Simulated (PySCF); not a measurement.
Excitation energy of Sb by level of theory

Sb [Kr] 4d10 5s2 5p3 (4S) → Sb [Kr] 4d10 5s1 5p3 6s1 (6S), as a difference of total energies. Calculation: PySCF 2.14, in aug-cc-pVTZ-PP with one added diffuse shell each of d, f type with ECP28MDF (6s5p5d3f, 67 functions); scalar relativity through the core potential. Correlated levels: valence: 4s2 4p6 4d10 frozen. The calculations carry no spin-orbit coupling.

```
           method  excitation energy (cm⁻¹)
              UHF                     78361
              LDA                     99754
              PBE                     97242
             PBE0                     94820
             BLYP                    100360
           B2PLYP                     94863
        BHandHLYP                     96075
    MP2 (valence)                     86597
SCS-MP2 (valence)                     89617
```

Task: Estimate what r2SCAN gives.

Result: 94255 cm⁻¹, closest to PBE0 among the rows shown.

Task: Estimate what wB97M-V gives.

Result: 94375 cm⁻¹, closest to PBE0 among the rows shown.

The upper state lies above the first ionisation limit, but in LS coupling its spin forbids autoionisation to the ground ion; at this Z spin-orbit coupling breaks that rule. A Rydberg-like electron needs more diffuse functions than a valence basis has.

The promoted electron is Rydberg-like, and one or two diffuse shells describe it only roughly, which tends to raise the upper state.
